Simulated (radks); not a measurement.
Values are calculated unless marked as measured or tabulated.
Species: Nd I. Configuration: [Xe] 4f4 6s1 7d1 (not the ground configuration).

Level of theory: scalar-relativistic Kohn-Sham, PBE, spin-polarised, spherical densities, finite nucleus; open shells are filled with parallel spins first (spin-orbit coupling, left out, can overturn this in heavy ions); Fermi nuclear charge, rms radius 4.9123 fm (a radial shooting solver on a logarithmic mesh with Libxc functionals).

Energy parts (eV):
part                      energy
total                 -261865.76
kinetic                278678.09
electron-nucleus      -635753.79
Hartree                101254.99
exchange-correlation    -6045.05

Orbitals (lengths in bohr, moments of r in powers of bohr; <r^-3> diverges for s and p1/2):
orbital  occ.  eigenvalue (eV)   <r^-3>      <r^4>      <r^2>      <r>
1s up       1        -43401.58        -  1.526e-06  0.0007600  0.02363
1s down     1        -43401.57        -  1.526e-06  0.0007600  0.02363
2s up       1        -7023.185        -  0.0002487    0.01203   0.1010
2s down     1        -7023.171        -  0.0002487    0.01203   0.1010
2p up       3        -6279.080     9016  0.0001832   0.009624  0.08880
2p down     3        -6279.069     9016  0.0001832   0.009624  0.08880
3s up       1        -1527.037        -   0.009933    0.08106   0.2664
3s down     1        -1525.978        -   0.009913    0.08099   0.2663
3p up       3        -1292.317     1835    0.01038    0.08111   0.2646
3p down     3        -1291.263     1837    0.01036    0.08102   0.2644
3d up       5        -966.5005    250.4   0.008495    0.06884   0.2418
3d down     5        -965.6847    250.8   0.008463    0.06873   0.2416
4s up       1        -307.9262        -     0.2524     0.4165   0.6075
4s down     1        -305.0358        -     0.2519     0.4161   0.6073
4p up       3        -231.0798    398.7     0.3318     0.4708   0.6434
4p down     3        -228.1640    398.9     0.3314     0.4703   0.6431
4d up       5        -121.8285    44.81     0.5512     0.5808   0.7074
4d down     5        -118.8803    44.82     0.5533     0.5810   0.7074
4f up       4          -6.8510    4.931      9.313      1.642    1.091
5s up       1         -45.4356        -      8.719      2.424    1.468
5s down     1         -43.4869        -      9.063      2.470    1.482
5p up       3         -26.9225    54.22      17.52      3.354    1.718
5p down     3         -25.3512    52.00      18.33      3.430    1.738
6s up       1          -6.9785        -      485.0      18.02    4.006
7d up       1          -0.5903  0.07736     286000      466.4    20.46

The highest occupied level is 7d up at -0.590 eV. The electron density at the nucleus is 4.724e+05 e/bohr^3 (large components only). Spin moment in Bohr magnetons: 6. The spin density at the nucleus is 23.45 e/bohr^3 (1s 0.10, 2s -0.23, 3s -5.78, 4s -0.51, 5s 6.41, 6s 23.46). Summed over all electrons, <r^2> = 527.1 bohr^2, which gives a Langevin (diamagnetic) susceptibility term of -417 x 10^-6 cm^3/mol. The density falls to 0.001 e/bohr^3 at r = 4.61 bohr.

Empty levels of this run are not shown, since the potential may be unsettled where no density lies.
